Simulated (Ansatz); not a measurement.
CH₂InN, relaxed with RKS PBE0-D4/def2-TZVP in Ansatz from a PBE-D4/def2-SVP geometry. The force threshold is 0.005 eV/Å; the program also tests the step.

The species carries charge 0 and has multiplicity 1. In: def2 effective core potential. The bonds changed during the relaxation, so this is another structure than the one it started from.

Start:

```xyz
5

C    -0.641    1.181    0.022
N    -0.026    0.915    0.984
In    0.459   -1.556   -0.841
H    -1.234    1.514   -0.829
H     1.442   -2.053    0.663
```

(1) How much energy does the relaxation release, and in how many steps? (Best estimate.)

(2) Which bonds change most? (An estimate is asked.)

(3) Give the relaxed structure. (Best estimate.)

Results:

(1) Computed: 16.45 kJ/mol, in 25 steps, 1 of them rejected.

(2) Computed: C1–N2 from 1.173 to 1.144 Å; C1–H4 from 1.088 to 1.069 Å; In3–H5 from 1.865 to 1.851 Å.

(3) The calculation gave: 
```xyz
5

C    -0.789    1.348   -0.099
N    -0.290    0.327   -0.229
In    0.848   -2.155   -0.701
H    -1.254    2.303    0.025
H     1.485   -1.822    1.004
```
